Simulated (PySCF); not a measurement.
Breaking a bond: KH, singlet. Each curve is given relative to its own lowest point near equilibrium.

```csv
R / Å,A,B,C,D
1.69,112.7,106.0,111.9,132.3
1.83,56.7,52.9,56.2,69.0
1.94,29.4,26.9,29.1,37.2
2.04,13.8,12.2,13.6,18.4
2.15,4.1,3.3,4.0,6.2
2.18,2.5,1.9,2.5,4.1
2.26,0.1,0.0,0.1,0.7
2.35,0.0,0.5,0.0,0.0
2.38,0.5,1.1,0.5,0.4
2.51,4.7,6.1,4.7,4.7
2.63,11.0,13.2,11.0,11.8
2.81,23.4,26.4,23.4,26.1
3.09,46.0,49.7,45.7,44.7
3.41,72.2,76.3,71.4,57.4
3.76,97.3,102.8,95.5,65.2
4.07,114.6,123.0,110.9,69.1
4.56,132.0,149.0,122.4,72.3
4.94,139.1,164.6,123.1,73.5
5.50,144.2,181.8,118.9,74.3
6.05,146.3,193.5,114.6,74.6
6.81,147.4,204.1,111.1,74.7
7.88,147.8,212.1,110.4,74.8
9.02,147.9,—,111.7,74.8
```

Energies in kJ/mol.

Q: Assign the columns to these levels of theory: CCSD on RHF/def2-SVP, 5 core orbitals frozen run with PySCF 2.14.0; CCSD(T) on RHF/def2-SVP, 5 core orbitals frozen (PySCF); PySCF with restricted BLYP/def2-SVP; UHF/def2-SVP (PySCF 2.14.0).

A: A is RCCSD; B is RKS-BLYP; C is RCCSD(T); D is UHF.

Dashes: no converged value, or the column stops at the first point that the program doubted or that broke a chosen test of continuity, which isn't proof of a fault.

The T1 diagnostic of CCSD on the restricted reference of RCCSD, RCCSD(T) exceeds 0.045 at 3.41 to 9.02 Å. The unrestricted determinant behind UHF is spin-contaminated at 2.81 to 9.02 Å (<S²> up to 1.0, against 0.00 for a pure singlet). The restricted form behind RKS-BLYP keeps the bonding electrons paired and can't separate into open-shell fragments.
